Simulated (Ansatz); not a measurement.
Relaxation of Cl₃H₅OSi₂ (11 atoms, charge 0, multiplicity 1), to a largest force component of 0.03 eV/Å in at most 50 steps.

These are results of RKS PBE0-D4/6-31G* (Ansatz 0.2.0), not measurements.

```xyz
11
Properties=species:S:1:pos:R:3:forces:R:3
Si -0.308 -0.171 -0.528 -0.78 -0.47 0.14
H -0.255 0.895 1.924 1.22 0.90 0.11
Cl 1.427 -0.761 0.345 -0.01 0.00 -0.01
Cl -0.328 1.849 -0.786 0.01 0.00 0.01
Cl -0.418 -1.030 -2.382 0.00 0.00 0.00
O -1.598 -0.672 0.365 0.68 0.17 -0.75
Si -3.178 -1.167 0.105 0.00 -0.02 0.01
H -3.196 -2.620 -0.200 0.00 0.01 0.00
H -3.917 -0.892 1.360 0.00 0.00 0.00
H -3.770 -0.404 -1.023 0.00 0.00 0.00
H -0.851 0.541 2.066 -1.12 -0.57 0.49
```

Question: Where does it end, and by what steps?

Answer: The forces met the threshold. The force dipped under the threshold on the way, but the program's further checks kept it going. After 17 steps the energy has fallen by 0.256 eV; H2 moved furthest, 0.98 Å.

```csv
step,energy less start (eV),largest force component (eV/Å),accepted
0,0.0000,1.218,yes
1,-0.1447,0.471,yes
2,-0.2061,0.267,yes
3,-0.2372,0.136,yes
4,-0.2476,0.068,yes
5,-0.2499,0.295,yes
6,-0.2535,0.079,yes
7,-0.2541,0.008,yes
8,-0.2508,0.377,no
9,-0.2546,0.052,yes
10,-0.2548,0.107,yes
11,-0.2552,0.061,yes
12,-0.2556,0.004,yes
13,-0.2502,0.479,no
14,-0.2558,0.121,yes
15,-0.2560,0.054,yes
16,-0.2563,0.006,yes
17,-0.2565,0.026,yes
```

```xyz
11
Properties=species:S:1:pos:R:3
Si -0.262 -0.287 -0.837
H -0.573 1.208 2.799
Cl 1.431 -0.873 0.123
Cl -0.245 1.737 -1.058
Cl -0.324 -1.147 -2.687
O -1.537 -0.738 0.034
Si -3.152 -1.159 0.093
H -3.282 -2.607 -0.202
H -3.630 -0.863 1.465
H -3.911 -0.364 -0.906
H -0.906 0.659 2.424
```

Whether the end is a true minimum wasn't checked by a vibrational analysis.

Time of the run: 54 s on 4 threads of Arm Neoverse V1, with other jobs on the host, peak memory 0.35 GiB.
